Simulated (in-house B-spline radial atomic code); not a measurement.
Cu. Computed with a B-spline radial atomic code. Model: non-relativistic spherical atom: semilocal Troullier-Martins pseudo-atom, one channel per l, against all electrons, high spin, G0W0 and RPA with empty states to l = 8, local potential for every l without a channel, a model core (radius 0 = none) keeps its share of the functional.

What the tables leave out is listed at the end.

The pseudopotential gives back the lowest level of each angular momentum of its own functional in the configuration it was made in; a second state of the same l is only approximately right. Exact exchange, RPA and GW see the smooth pseudo-orbitals and miss the exchange with the core, for which the functional's share stands in. The column with an uncorrelated core keeps all orbitals and exact exchange, and so separates missing core correlation from pseudisation. Only the three outermost levels and the lowest empty one were computed. RPA here is direct RPA, with no exchange kernel, and its energies carry an (l + 1/2)⁻⁴ tail. A hybrid on a potential with a model core restores only its own semilocal share of the core's exchange.

Command:
```bash
python run_psgw.py task.json out
```
Settings (lengths in bohr, energies in hartree):
```
Z                      29
electrons              29
configuration          [Ar] 3d10 4s1
generated_in           [Ar] 3d10 4s1
functional             pbe,pbe
core_shells            4
radius_factor          1
core_correction        True
ion_configuration      [Ar] 3d10
```

Run time, properties included: 68 s on 1 thread of Arm Neoverse N1, with other jobs on the host.

Given: made with PBE; model core radius 0.338 bohr; local radius 0.883 bohr; mean-field start PBE.

Valence shells of the generating configuration: 3p, 3d, 4s.

Channel: s 2.325, p 0.629, d 1.812 (radii in bohr).

Computed: largest level miss in the spin-unpolarised generating configuration 0 eV; valence RPA correlation energy all-electron orbitals -1.2921 hartree; valence RPA correlation energy pseudo -1.3274 hartree; pseudo-atom RPA polarisability 33.137 bohr³; ionisation by mean-field all-electron 8.1439 eV; ionisation by RPA all-electron 8.0608 eV; ionisation by RPA pseudo minus all 0.85 eV.

```
          level  occupied  mean-field all-electron (eV)  mean-field pseudo minus all (eV)  G0W0 all-electron (eV)  G0W0 uncorrelated core minus all (eV)  G0W0 pseudo minus all (eV)  exchange self-energy all-electron (eV)  exchange self-energy pseudo (eV)
          4s up         1                        -4.828                             0.004                 -8.0409                                 -0.036                      -0.509                                 -10.818                           -11.014
4s down (empty)         0                       -3.8862                            -0.009                 -1.3963                                 -0.037                      -0.543                                 -2.4098                           -2.6533
```

(1) What is the ionisation by mean-field pseudo minus all?

(2) What is the all-electron RPA polarisability, core included?

Given: mean-field start PBE0.

Computed: valence RPA correlation energy all-electron orbitals -1.2206 hartree; valence RPA correlation energy pseudo -1.2684 hartree; all-electron RPA polarisability, core included 28.821 bohr³; pseudo-atom RPA polarisability 26.658 bohr³; ionisation by mean-field all-electron 7.7474 eV; ionisation by RPA pseudo minus all 0.9 eV.

```csv
level,occupied,mean-field all-electron (eV),mean-field pseudo minus all (eV),G0W0 all-electron (eV),G0W0 uncorrelated core minus all (eV),G0W0 pseudo minus all (eV),exchange self-energy all-electron (eV),exchange self-energy pseudo (eV)
4s up,1,-5.3671,-0.236,-7.8448,-0.038,-0.655,-10.454,-11.225
4s down (empty),0,-2.6753,-0.19,-1.045,-0.033,-0.49,-2.0007,-2.4967
```

(3) What is the ionisation by mean-field pseudo minus all?

(4) What is the ionisation by RPA all-electron?

## Answers

(1) -0.002 eV.

(2) 33.115 bohr³.

(3) 0.301 eV.

(4) 7.9169 eV.

Among the listed levels the largest G0W0 shift of the pseudo-atom is -0.66 eV, for 4s up on the PBE0 start, while leaving the core uncorrelated moves that level by -0.04 eV. So pseudisation and the lost core exchange, not the missing core correlation, make the error. Not in the tables (levels of low weight, unsolved or above zero; the highest and the empty levels are kept at any weight): on PBE the G0W0 levels 3d down (pseudo minus all +1.56 eV, weights 0.53 and 0.02), 3d up (pseudo minus all +1.54 eV, weights 0.53 and 0.01); on PBE0 the G0W0 levels 3d down (pseudo minus all +1.17 eV, weights 0.72 and 0.70), 3d up (pseudo minus all +1.20 eV, weights 0.67 and 0.51); no Hartree-Fock pseudo-atom is run with a model core.
